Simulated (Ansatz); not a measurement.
Reaction (substitution at a C–I bond): `CC(C)(C)I` + `CC(C)(C)O[Si]O` → `CC(C)(C)O[Si]OC(C)(C)C` + HI

Computed with Ansatz on PBE0-D4/def2-TZVP structures; ΔE is electronic, products minus reactants. CCSD(T)/CBS adds triple-zeta CCSD(T) − MP2 to the extrapolated MP2 energy (def2 sets, frozen cores). Functionals use def2-TZVPP. Elements past krypton have def2 core potentials. For I outer-core shells are correlated without core-valence functions, which leaves a few kJ/mol of doubt a bond. One conformer a species, not always the lowest.

| level | ΔE (kcal/mol) | difference from CCSD(T)/CBS |
| --- | --- | --- |
| r2SCAN-D4 | 6.8 | -2.8 |
| PBE0-D4 | 7.0 | -2.6 |
| PBE-QIDH | 8.9 | -0.7 |
| r2SCAN0 | 7.7 | -1.9 |
| HF/def2-SVP | 1.2 | -8.4 |
| CCSD/def2-SVP | 1.0 | -8.6 |
| MP2/def2-TZVPP | 10.9 | 1.3 |
| CCSD/def2-TZVPP | 7.0 | -2.6 |
| SCS-MP2/def2-QZVPP | 10.8 | 1.2 |
| MP2/CBS(def2) | 13.1 | 3.5 |
| CCSD(T)/CBS | 9.6 | 0 |

Largest T1 diagnostic among the species: 0.013.

From BLYP to BHLYP (50 % exact exchange), in def2-TZVPP and without D4, ΔE moves by −2.3 kcal/mol. At CCSD(T), def2-SVP lies −8.7 kcal/mol from the extrapolated value and def2-TZVPP −2.2 kcal/mol.
